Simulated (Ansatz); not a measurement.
Coupled-cluster run, C₂H₃BCl₂O.

```yaml
crystal:
  periodic: [false, false, false]
  atoms:
    - {symbol: Cl, position_ang: [-1.806124, -1.746080, 1.177903]}
    - {symbol: C, position_ang: [-0.656522, -0.776854, 0.432109]}
    - {symbol: Cl, position_ang: [-1.015585, 2.123500, 0.509156]}
    - {symbol: B, position_ang: [0.056927, 0.655182, 0.547134]}
    - {symbol: C, position_ang: [0.689365, 0.064160, -0.852324]}
    - {symbol: O, position_ang: [-0.044091, -1.244150, -0.580237]}
    - {symbol: H, position_ang: [0.830692, 0.620264, 1.474948]}
    - {symbol: H, position_ang: [1.746877, -0.179622, -0.933532]}
    - {symbol: H, position_ang: [0.286962, 0.437299, -1.792157]}
basis:
  gaussian: {orbitals: def2-TZVPP}
correlation: {method: ccsd_t}
output: {orbitals: {seedname: orbitals}}
```

```sh
$ ansatz run in.yaml --threads 4 --pin off --events-out ev --progress --plain --max-ram 10444MiB
```

Log, shortened:

```
Functional definition: HF
1526 factors; integrals over basis functions are off by at most 1.1e-3 eV
mean field evaluation 1: about -29823.0036 eV, gradient 3.1e1 eV
mean field evaluation 2: about -29823.3426 eV, gradient 3.1e1 eV
mean field evaluation 4: about -29826.0481 eV, gradient 5.3e0 eV
mean field evaluation 8: about -29826.1397 eV, gradient 4.9e-1 eV
mean field evaluation 16: about -29826.1418 eV, gradient 2.2e-6 eV
mean field -29826.14184035 eV, -1096.0904957479 hartree, gradient 2.2e-6 eV, S^2 0.000000; 0 other end points of the search recorded, 0 dependent functions left out
14 core orbitals not correlated: weight in the atoms' cores, before any rotation towards them, 1.000 or more for the frozen orbitals, at most 0.000 for the correlated occupied ones
reference -29826.14184035 eV, -1096.0904957479 hartree; 17, 17 occupied and 219, 219 virtual orbitals, 1526 factors
second order -28.11654056 eV of doubles, -0.00000000 eV of singles
cycle   1  -28.48976637 eV  change   -3.7e-1 eV  update   1.3e-1
cycle   2  -29.21769374 eV  change   -7.3e-1 eV  update   4.1e-2
cycle   3  -29.41132432 eV  change   -1.9e-1 eV  update   2.4e-2
cycle   4  -29.39151161 eV  change    2.0e-2 eV  update   7.2e-3
cycle   5  -29.38755423 eV  change    4.0e-3 eV  update   3.6e-3
cycle   6  -29.38909036 eV  change   -1.5e-3 eV  update   1.2e-3
cycle   7  -29.38854637 eV  change    5.4e-4 eV  update   5.7e-4
cycle   8  -29.38846789 eV  change    7.8e-5 eV  update   2.5e-4
cycle   9  -29.38860954 eV  change   -1.4e-4 eV  update   1.3e-4
cycle  10  -29.38858798 eV  change    2.2e-5 eV  update   5.4e-5
cycle  11  -29.38857341 eV  change    1.5e-5 eV  update   2.4e-5
perturbative correction -1.39095996 eV, -0.0511168358 hartree
Total energy: -29856.92137372 eV, -1097.2216227361 hartree
```

Hardware: 4 threads of an Arm Neoverse V1 on a shared host. Wall time 3.3 min, peak host memory 5.3 GiB.

Correlation energy per correlated electron: -0.905 eV. T1 diagnostic: 0.0159.
